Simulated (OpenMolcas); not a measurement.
Nd4+: CASPT2 settings compared

| Property | Result |
| --- | --- |
| Program | OpenMolcas 26.06 |
| Basis | ANO-RCC-VDZ [7s6p4d2f] |
| Scalar Hamiltonian | DKH2, point nucleus |
| Active space | 2 electrons in 7 orbitals (4f) |
| State averaging | 2S+1 = 3 even, 21 roots (18 in the spin-orbit step); 2S+1 = 1 even, 14 roots kept (CI in the orbitals of an earlier block) |
| Spin-orbit coupling | state interaction with AMFI integrals over the reference wave functions, term energies averaged over their components |

Methods on the same reference wave functions:
A. CASSCF
B. SS-CASPT2, IPEA 0.35 Eh, imaginary shift 0.1 Eh (closed shells correlated: 5s 5p)
C. SS-CASPT2, IPEA 0.75 Eh, sigma2 regulariser 0.05 Eh (closed shells correlated: 5s 5p)
D. XMS-CASPT2, IPEA 0.1 Eh, imaginary shift 0.4 Eh (closed shells correlated: 5s 5p)

Energies in cm⁻¹ above 4f² ³H₄, the measured ground level; measured values from the list in Carvajal Gallego et al., Mon. Not. R. Astron. Soc. 518, 332 (2023).

| Level | A | B | C | D | Measured |
| --- | --- | --- | --- | --- | --- |
| 4f² ³H₄ | 0.0 | 0.0 | 0.0 | 0.0 | 0.0 |
| 4f² ³H₅ | 2987 | 2990 | 2990 | 2990 | 2834 |
| 4f² ³H₆ | 6162 | 6160 | 6160 | 6170 | 5743 |
| 4f² ³F₂ | 7818 | 7120 | 7200 | 7260 | 5894 |
| 4f² ³F₃ | 9748 | 9070 | 9150 | 9210 | 7785 |

Deviations, from unrounded energies. A percentage is the sum of absolute deviations over the sum of measured energies, with the sign that they share, or ± where signs differ.

| Against measurement | Levels | A | B | C | D |
| --- | --- | --- | --- | --- | --- |
| mean absolute deviation (cm-1) | 4 | 1100 | 770 | 810 | 840 |
| fine structure of the ground term (%) | 2 | +6.7 | +6.7 | +6.7 | +6.7 |
| other terms of the ground configuration (%) | 2 | +28.4 | +18.4 | +19.6 | +20.4 |

B, C lie about equally close to measurement and A furthest from it. The largest miss of B in the table is 4f² ³F₃, by +1300 cm-1. The ranking rests on the paired levels alone, and a cruder setting can come out closer through cancelling errors.

Among B to D the level of the table that moves most is 4f² ³F₃, by 140 cm-1 (lowest in B, highest in D). Moves below CASPT2's spread within the term are not significant.

The mean deviations of B to D differ by less than CASPT2's widest spread within a term (170 cm-1), so their order carries little weight.

The lowest spin-free term lies below A's lowest term by 0.142 hartree in B, 0.140 hartree in C, 0.144 hartree in D.

CASPT2 breaks the degeneracy within a term, and the mean is taken; among the terms shown or strongly mixed into the levels shown the widest spread is 170 cm-1 (4f² ³H, D). Some high roots are left out of the spin-orbit mixing, which shifts the levels that they would mix with. The basis is small and was not contracted for so high a charge. Without dynamic correlation excited terms often stand tens of per cent too high (terms of higher spin than the ground term too low), and those without a measured partner can miss by more than the paired ones (holds for A). Some terms miss by over 15 % even with CASPT2, which points to a basis or an active space too small for the shells correlated (holds for B; C; D). Measured partners are found by configuration, term and J. A level has none where our copy of the source lacks it or the pairing is in doubt (some pairs that miss far off the trend of their configuration count as doubtful), and it then counts in no deviation. Only configurations of the active space appear. The table leaves out levels that lie high or whose names do not pair safely across all columns.
